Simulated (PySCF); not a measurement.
## A small calculation by hand: entropy of an ideal gas

CH6BN, SMILES B(C)N.

Coordinates come from a PBE-D3(BJ)/def2-TZVP optimisation. One conformer was computed; it need not be the lowest.

PBE-D3(BJ)/def2-TZVP (PySCF) gives the harmonic wavenumbers 144, 348, 512, 568, 766, 816, 822, 939, 1017, 1128, 1274, 1353, 1409, 1432, 1591, 2522, 2953, 3013, 3027, 3492, 3588 cm⁻¹ and the rotational temperatures 2.0617, 0.3971, 0.3478 K. The molar mass is 42.88 g/mol, the symmetry number 1, the spin multiplicity 1.

**Question.** Work out the entropy at 298.15 K and 1 atm in the rigid-rotor, harmonic-oscillator model.

**Answer.** 
Translation (Sackur–Tetrode at 1 atm): S = R[1.5 ln M + 2.5 ln T − 1.16487] = 155.6 J/(mol K).
Rotation: q = (√π/σ) T^1.5/√(θA θB θC) = 17100, S = R[ln q + 3/2] = 93.5 J/(mol K).
Vibration: with u = 1.4388 ν/T, each mode gives R[u/(e^u − 1) − ln(1 − e^−u)]:
```json
[
 {"ν (cm⁻¹)": "144", "modes": "1", "u": "0.69", "S (J/(mol K))": "11.51"},
 {"ν (cm⁻¹)": "348", "modes": "1", "u": "1.68", "S (J/(mol K))": "4.92"},
 {"ν (cm⁻¹)": "512", "modes": "1", "u": "2.47", "S (J/(mol K))": "2.63"},
 {"ν (cm⁻¹)": "568", "modes": "1", "u": "2.74", "S (J/(mol K))": "2.13"},
 {"ν (cm⁻¹)": "766", "modes": "1", "u": "3.70", "S (J/(mol K))": "0.99"},
 {"ν (cm⁻¹)": "816", "modes": "1", "u": "3.94", "S (J/(mol K))": "0.81"},
 {"ν (cm⁻¹)": "822", "modes": "1", "u": "3.97", "S (J/(mol K))": "0.80"},
 {"ν (cm⁻¹)": "939", "modes": "1", "u": "4.53", "S (J/(mol K))": "0.50"},
 {"ν (cm⁻¹)": "1017", "modes": "1", "u": "4.91", "S (J/(mol K))": "0.37"},
 {"ν (cm⁻¹)": "1128", "modes": "1", "u": "5.44", "S (J/(mol K))": "0.23"},
 {"ν (cm⁻¹)": "1274", "modes": "1", "u": "6.15", "S (J/(mol K))": "0.13"},
 {"ν (cm⁻¹)": "1353", "modes": "1", "u": "6.53", "S (J/(mol K))": "0.09"},
 {"ν (cm⁻¹)": "1409", "modes": "1", "u": "6.80", "S (J/(mol K))": "0.07"},
 {"ν (cm⁻¹)": "1432", "modes": "1", "u": "6.91", "S (J/(mol K))": "0.07"},
 {"ν (cm⁻¹)": "1591", "modes": "1", "u": "7.68", "S (J/(mol K))": "0.03"}
]
```
The stiffer modes add less than 0.005 each. Sum 25.3 J/(mol K).
Spin: R ln 1 = 0.0 J/(mol K).
Total 274.4 J/(mol K); the program's own thermochemistry gives 274.4. Translation makes up 57 % and vibration 9 %. Anharmonicity, hindered rotation and orbital degeneracy are left out.
